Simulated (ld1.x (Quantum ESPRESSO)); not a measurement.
What one change does to a pseudopotential (palladium, TM)

palladium (Pd), norm-conserving Troullier–Martins (Kleinman–Bylander form), made with ld1.x (Quantum ESPRESSO) 7.5 (PBE, scalar-relativistic). Core [Ar] 3d10, reference 4s2 4p6 4d9 5s0 5p0 (charge +1). Waves: 4p (bound): rc 1.40 bohr; 4d (bound): rc 1.75 bohr; 4s (bound): rc 1.20 bohr. Local part: the s channel. Core correction: a·sin(br)/r model core inside 0.65 bohr.

Change: all radii but the core radius scaled by about 1.22 (s 1.46, p 1.72, d 2.14 bohr).

Cutoffs: the cutoffs (Ry, on a coarse ladder) from which the occupation-weighted sum of valence levels, in a spherical-Bessel basis at the reference potential, stays within 10 and 1 mRy of its value at 400 Ry; they do not see the model core or the augmentation charge, which bear on the density cutoff. Errors are all-electron minus pseudo energies relative to the spin-unpolarised reference configuration.

Problem. What does the change do?

Solution. The potential gets softer (110 Ry and 180 Ry → 70 Ry and 90 Ry); of the 7 tests that both files solve, the error grows in 7 and shrinks in 0 by more than 15 % and 0.3 meV (median size 18.4 → 76.5 meV); neither file shows a bound ghost. A larger radius leaves more room for a smooth pseudo-wave, so fewer plane waves are needed. More of the atom is replaced by a form fitted at one configuration, so other configurations suffer.

```csv
quantity,base,changed
"cutoff, loose",110 Ry,70 Ry
"cutoff, tight",180 Ry,90 Ry
loose cutoff by channel (10 mRy a level),"p 35 Ry, d 50 Ry, s 100 Ry","p 30 Ry, d 40 Ry, s 45 Ry"
bound ghosts,none,none
"error for 4s2 4p6 4d10 5s0 5p0, meV [ΔE -9.12 eV]",+0.9,+3.2
"error for 4s2 4p6 4d8 5s0 5p0, meV [ΔE 20.82 eV]",+2.1,+11
"error for 4s2 4p6 4d7 5s0 5p0, meV [ΔE 55.18 eV]",+18,+76
"error for 4s1 4p6 4d10 5s0 5p0, meV [ΔE 82.45 eV]",-92,-286
"error for 4s2 4p6 4d8 5s1 5p0, meV [ΔE 4.52 eV]",+381,+1577
"error for 4s2 4p5 4d10 5s0 5p0, meV [ΔE 48.05 eV]",-67,-138
"error for 4s2 4p6 4d9.5 5s0 5p0, meV [ΔE -5.88 eV]",+0.5,+1.3
```
